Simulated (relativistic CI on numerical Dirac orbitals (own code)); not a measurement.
Computed by Dirac-Coulomb-Breit CI, orbitals from a KLI potential per configuration, QED by a radiative potential, unscaled Slater integrals (own radial code, finite nucleus).

Configuration list (outside the closed core [Ne]): 3s²3p⁶3d³, 3s²3p⁵3d⁴, 3s3p⁶3d⁴, 3s²3p⁶3d²4s, 3s²3p⁶3d²4p, 3s²3p⁶3d²4d, 3s²3p⁵3d³4s, 3s²3p⁶3d²4f, 3s²3p⁵3d³4p, 3s3p⁶3d³4s, 3p⁶3d⁴4p, 3s3p⁶3d³4p, 3s²3p⁶3d4s4p, 3s²3p⁶3d²5s, 3s²3p⁶3d²5p, 3s²3p⁶3d²5d, 3s²3p⁶3d4p4d, 3s²3p⁶3d²5f, 3s²3p⁶3d²5g, 3s3p⁶3d²4s4p, 3s²3p⁶3d²6s, 3p⁶3d⁵, 3p⁵3d⁶, 3p⁵3d⁵4s, 3p⁶3d⁴4s, 3p⁵3d⁴4s², 3s²3p⁶3d4s², 3s²3p⁶4s²4p, 3s²3p⁶4s²4d, 3s²3p⁶3d4p², 3s²3p⁶4s4p², 3s²3p⁶4p³, 3s²3p⁶4p²4d, 3s²3p⁵3d4s4p², 3s²3p⁶3d4s4d, 3s²3p⁶4s4p4d, 3s²3p⁶4s4d², 3s²3p⁵3d4s²4d, 3s²3p⁶3d4d², 3s²3p⁶4p4d², 3s²3p⁶4d³, 3s²3p⁵3d4s4d², 3s3p⁶3d²4s², 3s3p⁶3d4s²4p, 3s3p⁶3d4s²4d. Double excitations out of closed p, d and f shells are left out; levels of such configurations are missing from the list, as are those of other unlisted configurations, and high levels can miss mixing partners. These lack a partner that the ground configuration has and come out too high: 3s²3p⁵3d³4p.

At this charge energies of transitions that change n are usually good to better than 1 %, and those within a shell (Δn = 0) to a few per cent.

Outline of the computed level scheme of Au LIX. Lowest level of each configuration: 3s²3p⁶3d³ ⁴F3/2 at 0.000 eV; 3s²3p⁵3d⁴ ⁴P°3/2 at 313.068 eV.

Some strong electric-dipole decays among the lowest 45 levels: 3s²3p⁵3d⁴ ²D°3/2 → 3s²3p⁶3d³ ⁴F3/2 (2.1e+12 s⁻¹); 3s²3p⁵3d⁴ ²F°5/2 → 3s²3p⁶3d³ ⁴F3/2 (1.8e+12 s⁻¹); 3s²3p⁵3d⁴ ⁴D°1/2 → 3s²3p⁶3d³ ⁴F3/2 (1.4e+12 s⁻¹); 3s²3p⁵3d⁴ ⁴F°7/2 → 3s²3p⁶3d³ ⁴F5/2 (3.1e+10 s⁻¹); 3s²3p⁵3d⁴ ⁴P°1/2 → 3s²3p⁶3d³ ⁴F3/2 (1.8e+10 s⁻¹); 3s²3p⁵3d⁴ ⁴F°3/2 → 3s²3p⁶3d³ ⁴P3/2 (1.7e+10 s⁻¹); 3s²3p⁵3d⁴ ⁴F°3/2 → 3s²3p⁶3d³ ⁴P1/2 (1.5e+10 s⁻¹); 3s²3p⁵3d⁴ ⁶D°7/2 → 3s²3p⁶3d³ ⁴F5/2 (1.3e+10 s⁻¹).

LS names give the leading component of a level, which can be under half, so a name can repeat, a term be missing and a line seem to break the LS rules.
